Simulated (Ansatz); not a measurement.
Consider the ligand exchange at a B–C bond: `B/C=C/CO` + `CC(N)O` → `BNC(C)O` + `C=CCO`.

Isolated molecules relaxed with PBE0-D4/def2-TZVP in Ansatz; ΔE leaves out vibrations. CCSD(T)/CBS is the MP2 limit (def2-TZVPP, def2-QZVPP) plus CCSD(T) − MP2 in def2-TZVPP, frozen cores. Functionals use def2-TZVPP. One conformer a species, not always the lowest.

| species | ωB97X-V energy (Eh) |
| --- | --- |
| `B/C=C/CO` | -218.57274 |
| `CC(N)O` | -210.42465 |
| `BNC(C)O` | -235.91002 |
| `C=CCO` | -193.13509 |

Work out ΔE.

ΔE = (-235.91002) + (-193.13509) − (-218.57274) − (-210.42465) = -0.04772 Eh = -1.30 eV. CCSD(T)/CBS gives -1.32 eV.

Largest T1 diagnostic among the species: 0.012.

In def2-TZVPP, CCSD(T) changes the Hartree–Fock value by −0.10 eV (the triples alone add −0.01 eV) and MP2 by −0.10 eV.
